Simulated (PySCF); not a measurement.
2-bromoprop-1-ene (C₃H₅Br), SMILES C=C(C)Br. Atoms are numbered in the order given.

```xyz
9

C      1.3467     1.5032     0.0000
C      0.1320     0.9478     0.0000
C     -1.1836     1.6622     0.0000
Br    -0.0256    -0.9632     0.0000
H      2.2619     0.9098     0.0000
H      1.4384     2.5932     0.0000
H     -1.7763     1.3892     0.8876
H     -1.0214     2.7505     0.0000
H     -1.7763     1.3892    -0.8876
```

Geometry: TPSSh-D3(BJ)/def2-SVP.

Calculation: SMD-PBE0/def2-SVP (PySCF).

Solvation free energies are E(SMD) − E(gas) at the gas-phase geometry, for 1 M in both phases. Bromine has the revised SMD18 radius of 2.60 Å. In vacuum the dipole moment is 1.61 D.

Q: Rank water, chloroform, 2-propanol by solvation free energy, most negative first.

A: chloroform (-4.4 kcal/mol), 2-propanol (-3.9 kcal/mol), water (-0.4 kcal/mol)
